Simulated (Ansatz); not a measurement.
Z-matrix (Å, degrees):
```
Si
H 1 1.4867
Si 1 2.3376 2 108.69
H 3 1.4801 1 112.96 2 50.02
H 3 1.4802 4 108.89 1 -123.23
Cl 3 2.0792 4 107.52 5 -116.05
Si 1 2.3435 2 110.34 3 -118.55
H 7 1.4809 1 110.74 2 54.07
H 7 1.4829 8 109.21 1 -119.57
H 7 1.4833 8 109.19 9 -118.75
Si 1 2.3451 2 109.96 3 119.16
H 11 1.4827 1 110.49 2 59.61
H 11 1.4829 12 108.82 1 -119.70
H 11 1.4831 12 108.91 13 -118.32
```
Charge 0, spin multiplicity 1.

The numbers are results of Ansatz (a quantum-chemistry and plane-wave program) with frozen-core CCSD(T)/cc-pVTZ // B3LYP-D3(BJ)/def2-TZVP, not measurements.

- HF energy: -1620.59089 Ha
- MP2 correlation energy: -0.69082 Ha

Problem. Estimate the CCSD correlation energy, the (T) correction, the total energy and the T1 diagnostic.

Solution. 
```json
{
  "CCSD correlation energy": "-0.78584 Ha",
  "(T) correction": "-0.03032 Ha",
  "CCSD(T) total energy": "-1621.40705 Ha",
  "T1 diagnostic": "0.013"
}
```
